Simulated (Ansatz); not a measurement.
Reaction (formal exchange of groups at a C–C bond): `B/C(C)=C/Cl` + SiH₄ → `B/C([SiH3])=C\Cl` + CH₄

Program: Ansatz. Geometries: PBE0-D4/def2-TZVP. ΔE: electronic, gas phase. CCSD(T)/CBS adds triple-zeta CCSD(T) − MP2 to the extrapolated MP2 energy (def2 sets, frozen cores). This one scheme is used for every species. Double bonds are as drawn, so ΔE can hold a change between cis and trans. Functionals use def2-TZVPP. B3LYP here is the variant with VWN-RPA as its local correlation; programs differ in this.

`B/C(C)=C/Cl`:

```xyz
11

B    -0.325    0.495    1.512
C    -0.072    0.092    0.056
C     0.825   -1.034   -0.360
C    -0.731    0.842   -0.842
Cl   -0.635    0.614   -2.538
H    -1.058    1.411    1.752
H     0.201   -0.093    2.413
H     1.258   -1.529    0.508
H     0.279   -1.780   -0.946
H     1.641   -0.676   -0.995
H    -1.383    1.659   -0.562
```

SiH₄:

Z-matrix (Å, degrees):
```
Si
H 1 1.485
H 1 1.485 2 109.5
H 1 1.485 2 109.5 3 -120.0
H 1 1.485 2 109.5 3 120.0
```

`B/C([SiH3])=C\Cl`:

Z-matrix (Å, degrees):
```
Si
C 1 1.869
H 1 1.486 2 110.1
H 1 1.489 2 110.0 3 -120.4
H 1 1.486 2 110.1 3 119.3
C 2 1.341 1 117.0 3 120.4
B 2 1.541 1 119.0 3 -59.7
Cl 6 1.717 2 126.3 1 179.8
H 6 1.087 2 123.5 1 -0.1
H 7 1.198 2 119.5 1 -0.8
H 7 1.194 2 121.4 1 179.1
```

CH₄:

Cartesian coordinates in Å:
```
C 0.000 0.000 0.000
H -0.379 -0.865 -0.544
H 0.558 -0.336 0.873
H -0.835 0.623 0.320
H 0.656 0.579 -0.650
```

```
             level  ΔE (kJ/mol)  difference from CCSD(T)/CBS
            PBE-D4        -26.6                          2.2
         r2SCAN-D4        -28.5                          0.3
           PBE0-D4        -26.8                          2.0
          B3LYP-D4        -28.6                          0.2
           ωB97M-V        -27.5                          1.3
            B2PLYP        -27.3                          1.5
               PBE        -24.7                          4.1
            r2SCAN        -28.0                          0.8
              PBE0        -25.0                          3.8
     HF/def2-TZVPP        -25.2                          3.6
    MP2/def2-TZVPP        -29.2                         -0.4
SCS-MP2/def2-TZVPP        -27.5                          1.3
CCSD(T)/def2-TZVPP        -26.9                          1.9
     HF/def2-QZVPP        -25.2                          3.6
     MP2/CBS(def2)        -31.1                         -2.3
    CCSD/CBS(def2)        -28.1                          0.7
       CCSD(T)/CBS        -28.8                            0
```

Largest T1 diagnostic among the species: 0.012.

The D4 term adds −3.2 kJ/mol with B3LYP and −1.8 kJ/mol with PBE0; it sums over pairs of atoms, weighted by their polarisabilities, and B3LYP, whose exchange is more repulsive, gets the larger term.
